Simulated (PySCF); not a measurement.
Job for PySCF: D3(BJ) and D4 dispersion corrections on C2H2 (SMILES C#C).

```python
from pyscf import gto
from pyscf.dispersion import dftd3, dftd4

mol = gto.M(
    atom='''
    C    -0.55964871    0.08005822   -0.19612052
    C     0.55964871   -0.08005822    0.19612052
    H    -1.55351273    0.22214604   -0.54439279
    H     1.55351273   -0.22214604    0.54439279
    ''',
    basis='def2-svp',
    charge=0, spin=0, verbose=0, max_memory=1800)
d3, d4 = {}, {}
for xc in ['hf', 'pbe', 'blyp', 'revpbe', 'tpss', 'r2scan', 'b3lyp', 'pbe0', 'bhlyp', 'camb3lyp', 'b2plyp']:
    d3[xc] = float(dftd3.DFTD3Dispersion(mol, xc=xc, version='d3bj', atm=False).get_dispersion()['energy'])
    print(f'D3(BJ) {xc:10s} {d3[xc]:14.8f} Eh')
for xc in ['hf', 'pbe', 'blyp', 'revpbe', 'tpss', 'r2scan', 'b3lyp', 'pbe0', 'bhlyp', 'camb3lyp', 'b2plyp']:
    d4[xc] = float(dftd4.DFTD4Dispersion(mol, xc={'camb3lyp': 'cam-b3lyp'}.get(xc, xc), atm=True).get_dispersion()['energy'])
    print(f'D4     {xc:10s} {d4[xc]:14.8f} Eh')
```

Output:

```
D3(BJ) hf            -0.01423955 Eh
D3(BJ) pbe           -0.00131402 Eh
D3(BJ) blyp          -0.00280533 Eh
D3(BJ) revpbe        -0.00359957 Eh
D3(BJ) tpss          -0.00161037 Eh
D3(BJ) r2scan        -0.00032425 Eh
D3(BJ) b3lyp         -0.00226961 Eh
D3(BJ) pbe0          -0.00107915 Eh
D3(BJ) bhlyp         -0.00173386 Eh
D3(BJ) camb3lyp      -0.00091193 Eh
D3(BJ) b2plyp        -0.00100230 Eh
D4     hf            -0.00477740 Eh
D4     pbe           -0.00108807 Eh
D4     blyp          -0.00255846 Eh
D4     revpbe        -0.00424167 Eh
D4     tpss          -0.00148136 Eh
D4     r2scan        -0.00024733 Eh
D4     b3lyp         -0.00176267 Eh
D4     pbe0          -0.00088572 Eh
D4     bhlyp         -0.00118651 Eh
D4     camb3lyp      -0.00087126 Eh
D4     b2plyp        -0.00074596 Eh
```

The run finished.

Cost: roughly 0.05 core-seconds.
